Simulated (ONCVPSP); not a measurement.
**Zr (Z = 40), ONCV: configuration errors across variants**

```json
{"Element": "zirconium (Zr)", "Generator": "ONCVPSP 4.0.1", "Type": "optimised norm-conserving Vanderbilt (ONCV)", "Functional": "PBE", "Relativity": "scalar-relativistic", "Frozen core": "[Ar] 3d10 4s2", "Valence charge": "10", "Reference configuration": "4p6 4d2 5s1 5p1", "Partial waves": "5s: rc 3.00 bohr, ncon 3, nbas 8, qcut 2.3 1/bohr, 2 projectors, debl 2.9 Ha; 4p+5p: rc 2.40 bohr, ncon 4, nbas 7, qcut 5.5 1/bohr, 2 projectors; 4d: rc 1.95 bohr, ncon 4, nbas 7, qcut 4.5 1/bohr, 2 projectors, debl 3.3 Ha", "Local potential": "polynomial inside 1.95 bohr (lpopt 5, dvloc0 3 Ha)", "Core correction": "Teter function fitted to the true core (icmod 2), fcfact 0.3"}
```

All-electron excitation energies from the reference (eV): (1) 4p6 4d2 5s2 5p0 -3.042; (2) 4p6 4d2 5s1 5p0 4.096; (3) 4p6 4d2 5s0 5p0 17.036.

2 further variants failed, have other tests or too few solved ones, and are left out.

Errors AE − PS in meV (a dash: test not solved or not reliable):

| change | (1) | (2) | (3) | bound ghosts | GHOST(+) flags above zero |
| --- | --- | --- | --- | --- | --- |
| base | -4.5 | +0.3 | +1.9 | none | s |
| d: nbas 9 | -4.4 | +0.3 | +2.2 | none | s |
| local potential polynomial inside 1.60 bohr (lpopt 2, dvloc0 3 Ha) | -4.5 | +0.3 | +1.9 | none | s |
| local potential polynomial inside 1.95 bohr (lpopt 5, dvloc0 5 Ha) | -4.5 | +0.3 | +1.9 | none | s |
| d: rc 2.02 | -4.4 | +0.3 | +2.1 | none | s |
| d: rc 2.84 | -4.3 | +0.3 | -0.3 | none | s |
| d: nproj 3 | -4.4 | +0.3 | +1.9 | none | s |
| all radii but the core radius scaled by about 1.21 (s 3.62, p 2.90, d 2.36 bohr); local potential polynomial inside 2.36 bohr (lpopt 5, dvloc0 3 Ha) | -7.3 | +0.6 | -9.8 | none | s |

Question: Give the same row for: core correction Teter function fitted to the true core (icmod 2), fcfact 0.6.

Answer: -4.0, +0.4, +5.3; bound ghosts: none; GHOST(+) flags above zero: s.
